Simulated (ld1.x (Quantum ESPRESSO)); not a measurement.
**Mo (Z = 42) ultrasoft: all-electron and pseudo phase curves**

Mo (Z = 42), ultrasoft, made with ld1.x (Quantum ESPRESSO) 7.5 (LDA (PZ), scalar-relativistic). Core [Ar] 3d10, reference 4s2 4p6 4d3 5s0 5p0 (charge +3). Waves: 4s (bound): rcut 1.40, rcutus 1.45 bohr; 5s (bound, empty): rcut 1.40, rcutus 1.45 bohr; 4p (bound): rcut 1.55, rcutus 1.60 bohr; 5p (bound, empty): rcut 1.55, rcutus 1.60 bohr; 4d (bound): rcut 1.55, rcutus 2.00 bohr; 4d channel at 2.85 Ry: rcut 1.55, rcutus 2.00 bohr; 4f channel at -0.05 Ry: rcut 1.80, rcutus 1.95 bohr; 4f channel at 1 Ry: rcut 1.80, rcutus 1.95 bohr. Local part: all-electron potential smoothed inside 1.30 bohr (lloc = -1). Core correction: none. Augmentation charge: built from norm-conserving waves at rcut, not smoothed further.

The phase is arctan(r·u′/u) with u = r·R(r), unwrapped; energies in Ry, scanned from -9 to 5 Ry. A pole is an energy at which the radial function vanishes at the test radius. The pseudo phase is shifted by a multiple of π to meet the all-electron one at the reference energy, and phase errors are pseudo minus all-electron; the curves can meet again beyond the range given. Levels narrower than the energy grid can be missing from the lists of poles.

**Question.** For each channel, where are the poles, and over which energies does the pseudopotential scatter like the atom?

**Answer.**

```json
{"channel": "s", "radius (bohr)": "2.21", "reference energy (Ry)": "-1.98", "poles, all-electron": "-6.92, 3.18", "poles, pseudo": "-6.93, -4.86", "unbroken range about the reference energy with phases within 0.05 rad": "not even at the reference energy", "phase error 1 Ry above the reference energy (rad)": "+1.310"}
{"channel": "p", "radius (bohr)": "2.21", "reference energy (Ry)": "-1.52", "poles, all-electron": "-4.84, 4.77", "poles, pseudo": "-4.95, -4.37", "unbroken range about the reference energy with phases within 0.05 rad": "not even at the reference energy", "phase error 1 Ry above the reference energy (rad)": "+0.659"}
{"channel": "d", "radius (bohr)": "2.21", "reference energy (Ry)": "-2.43", "poles, all-electron": "-1.54", "poles, pseudo": "-1.44, 4.21", "unbroken range about the reference energy with phases within 0.05 rad": "below -0.5", "phase error 1 Ry above the reference energy (rad)": "+0.022"}
{"channel": "f", "radius (bohr)": "2.21", "reference energy (Ry)": "-0.05", "poles, all-electron": "1.90", "poles, pseudo": "1.89", "unbroken range about the reference energy with phases within 0.05 rad": "below 3.8", "phase error 1 Ry above the reference energy (rad)": "+0.000"}
```

A Bessel basis up to 400 Ry misses an occupied level by 1.40 Ry, so cutoffs and ghosts were not judged.

Phases in the f channel:

| E (Ry) | all-electron | pseudo |
| --- | --- | --- |
| -9.00 | 1.412 | 1.412 |
| -8.76 | 1.410 | 1.410 |
| -8.52 | 1.407 | 1.407 |
| -8.28 | 1.405 | 1.405 |
| -8.04 | 1.402 | 1.402 |
| -7.80 | 1.399 | 1.399 |
| -7.56 | 1.396 | 1.396 |
| -7.32 | 1.393 | 1.393 |
| -7.08 | 1.390 | 1.390 |
| -6.84 | 1.386 | 1.386 |
| -6.60 | 1.382 | 1.382 |
| -6.36 | 1.378 | 1.378 |
| -6.12 | 1.374 | 1.374 |
| -5.88 | 1.369 | 1.369 |
| -5.64 | 1.364 | 1.364 |
| -5.40 | 1.359 | 1.359 |
| -5.16 | 1.353 | 1.353 |
| -4.92 | 1.347 | 1.347 |
| -4.68 | 1.340 | 1.340 |
| -4.44 | 1.333 | 1.333 |
| -4.20 | 1.325 | 1.325 |
| -3.96 | 1.315 | 1.315 |
| -3.72 | 1.305 | 1.305 |
| -3.48 | 1.294 | 1.294 |
| -3.24 | 1.281 | 1.281 |
| -3.00 | 1.266 | 1.266 |
| -2.76 | 1.249 | 1.249 |
| -2.52 | 1.229 | 1.229 |
| -2.28 | 1.205 | 1.205 |
| -2.04 | 1.175 | 1.175 |
| -1.80 | 1.139 | 1.138 |
| -1.56 | 1.091 | 1.091 |
| -1.32 | 1.027 | 1.027 |
| -1.08 | 0.938 | 0.938 |
| -0.84 | 0.805 | 0.805 |
| -0.60 | 0.595 | 0.595 |
| -0.36 | 0.256 | 0.256 |
| -0.12 | -0.219 | -0.219 |
| 0.12 | -0.677 | -0.677 |
| 0.36 | -0.990 | -0.990 |
| 0.60 | -1.185 | -1.185 |
| 0.84 | -1.310 | -1.310 |
| 1.08 | -1.398 | -1.398 |
| 1.32 | -1.462 | -1.463 |
| 1.56 | -1.513 | -1.514 |
| 1.80 | -1.556 | -1.556 |
| 2.04 | -1.592 | -1.593 |
| 2.28 | -1.625 | -1.627 |
| 2.52 | -1.657 | -1.659 |
| 2.76 | -1.689 | -1.692 |
| 3.00 | -1.722 | -1.728 |
| 3.24 | -1.757 | -1.769 |
| 3.48 | -1.798 | -1.819 |
| 3.72 | -1.846 | -1.889 |
| 3.96 | -1.907 | -1.997 |
| 4.20 | -1.989 | -2.208 |
| 4.44 | -2.106 | -2.754 |
| 4.68 | -2.288 | -3.799 |
| 4.92 | -2.587 | -4.336 |
